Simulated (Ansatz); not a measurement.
Frontier orbitals of C$_{2}$H$_{11}$BClNSi, SMILES `C[B-](C)(Cl)[NH2+][SiH3]`.

Charge 0, multiplicity 1. All single points use the PBE0-D4/def2-TZVP geometry. It is one conformer, not always the lowest. Basis def2-TZVPP, the Gaussian-basis code of Ansatz.

```
functional  HOMO (eV)  LUMO (eV)  gap (eV)
       PBE      -5.96      -1.37      4.59
      PBE0      -7.29      -0.54      6.75
     B3LYP      -7.06      -0.79      6.27
   r2SCANh      -6.75      -0.65      6.10
     BHLYP      -8.53       0.24      8.77
   ωB97M-V      -9.57       1.03     10.60
```

A quarter of exact exchange (PBE0) shifts PBE's HOMO by −1.32 eV and its LUMO by +0.84 eV; full exchange at long range (ωB97M-V) shifts them by −3.61 and +2.41 eV. The gap opens from 4.59 to 10.61 eV, since occupied levels lose self-interaction and empty ones feel all the electrons. A positive LUMO is unbound and depends on the basis.

B3LYP here is the variant with VWN-RPA as its local correlation; programs differ in this.
